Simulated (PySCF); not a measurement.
Molecule: N-Methylaniline (SMILES CNc1ccccc1).

Mapped SMILES: `[CH3:1][NH:2][c:3]1[cH:4][cH:5][cH:6][cH:7][cH:8]1`. Hydrogens are named by the atom that carries them.

Geometry PBE0-D3(BJ)/def2-SVP throughout; GIAO in PySCF, gas phase, one conformer, non-relativistic; equivalent atoms averaged; functional PBE0.

Problem. How do the shifts δ (against TMS at the same level) depend on the basis set? (a selection of nuclei; ppm; last column core-seconds on shared hosts with different chips, so compare them loosely)

Solution. 
```csv
basis set,functions,C3,C5/C7,C6,C4/C8,C1,H(C5)/H(C7),H(C6),H(N2),H(C1),core-s
STO-3G,49,116.0,110.5,103.3,98.4,34.1,6.74,6.38,2.49,2.22,4.7
pcSseg-0,90,154.1,139.2,125.2,119.4,32.3,7.07,6.52,1.93,3.02,9
6-31G,90,139.4,125.3,112.9,107.5,29.0,7.14,6.64,2.45,2.85,10
6-31G*,130,137.7,123.3,110.3,104.8,29.3,7.05,6.51,2.54,2.67,16
cc-pVDZ,157,145.2,129.1,115.5,109.4,29.3,7.08,6.56,2.65,2.62,19
def2-SVP,157,143.3,127.5,113.6,108.1,28.2,7.02,6.43,2.65,2.56,17
pcSseg-1,181,152.0,135.0,120.8,114.1,30.1,7.24,6.70,2.93,2.76,30
aug-cc-pVDZ,265,146.5,128.5,114.7,108.9,28.9,7.40,6.86,3.33,2.87,44
"6-311+G(2d,p)",270,151.2,133.1,119.0,112.9,29.1,7.38,6.83,3.14,2.76,47
def2-TZVP,302,153.2,134.7,120.1,114.0,30.1,7.39,6.83,3.10,2.74,52
```

Problem. Which nucleus among those listed moves most, in ppm?

Solution. C3 (aromatic carbon bearing nitrogen): from 116.0 ppm with STO-3G to 154.1 ppm with pcSseg-0. The smallest spread is 0.48 ppm, at H(C6). Proton shifts span only some 12 ppm, so a few tenths of a ppm matter as much there as several ppm in carbon.

Problem. Taking the largest basis, def2-TZVP (302 functions), as the yardstick, rank the others by their worst heavy-atom deviation.

Solution. pcSseg-1 1.2 ppm (181 functions), 6-311+G(2d,p) 2.0 ppm (270 functions), pcSseg-0 5.4 ppm (90 functions), aug-cc-pVDZ 6.7 ppm (265 functions), cc-pVDZ 8.0 ppm (157 functions), def2-SVP 9.9 ppm (157 functions), 6-31G 13.8 ppm (90 functions), 6-31G* 15.5 ppm (130 functions), STO-3G 37.2 ppm (49 functions).

A small basis that lands close on one nucleus may do so by chance; judge by the trend and by all nuclei.
